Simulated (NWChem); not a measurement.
BaF cation; SMILES [F][Ba+]

```xyz
2

Ba     0.0000     0.0000    -0.2287
F      0.0000     0.0000     1.9282
```
Atoms are numbered in this order, from 1.

Level: PBE0/def2-SVP with def2 effective core potentials on Ba (NWChem), optimised geometry, unscaled harmonic frequencies. def2 effective core potentials on Ba; no spin-orbit coupling.

```
frequency (cm⁻¹)  IR intensity (km/mol)
----------------  ---------------------
558                               103.4
```

* **zero-point energy**: 0.8 kcal/mol
* **thermal correction to the enthalpy at 298.15 K (with zero-point energy)**: 3.0 kcal/mol
* **heat capacity Cv**: 6.1 cal/(mol K)
* **entropy at 298.15 K and 1 atm (symmetry number 1)**: 57.2 cal/(mol K)

Rigid rotor and harmonic oscillator.
